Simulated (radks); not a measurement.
All-electron atom: Tb46+ in [Ne] 3s2 3p5 3d1 4s1 (not the ground configuration).

Method: scalar-relativistic Kohn-Sham, OLYP, spin-polarised, spherical densities, finite nucleus; open shells are filled with parallel spins first (spin-orbit coupling, left out, can overturn this in heavy ions); Fermi nuclear charge, rms radius 5.06 fm; computed with a radial shooting solver on a logarithmic mesh with Libxc functionals.

Energy parts (Ry):
| part | energy |
|---|---|
| total | -19514.1596 |
| kinetic | 21266.3377 |
| electron-nucleus | -43103.9782 |
| Hartree | 2631.7036 |
| exchange-correlation | -308.2227 |

Orbitals (lengths in bohr, moments of r in powers of bohr; <r^-3> diverges for s and p1/2):
orbital	occ.	eigenvalue (Ry)	<1/r>	<r^-3>
1s up	1	-4028.652	73.08	-
1s down	1	-4028.323	73.08	-
2s up	1	-843.6574	17.13	-
2s down	1	-843.0038	17.14	-
2p up	3	-774.9026	15.93	12310
2p down	3	-774.2747	15.94	12320
3s up	1	-321.5182	6.820	-
3s down	1	-320.3342	6.806	-
3p up	3	-300.5379	6.450	3145
3p down	2	-299.2992	6.437	3130
3d up	1	-278.1934	6.142	440.2
3d down	0	-276.8623	6.140	440.2
4s up	1	-166.0381	3.540	-
4s down	0	-165.4744	3.519	-

The highest occupied level is 4s up at -2259.1 eV. The configuration is held as typed, so some empty levels lie below it. The density falls to 0.001 e/bohr^3 at r = 0.93 bohr. Summed over all electrons, <r^2> = 0.6964 bohr^2, which gives a Langevin (diamagnetic) susceptibility term of -0.552 x 10^-6 cm^3/mol. The electron density at the nucleus is 7.241e+05 e/bohr^3 (large components only). Spin moment in Bohr magnetons: 3.
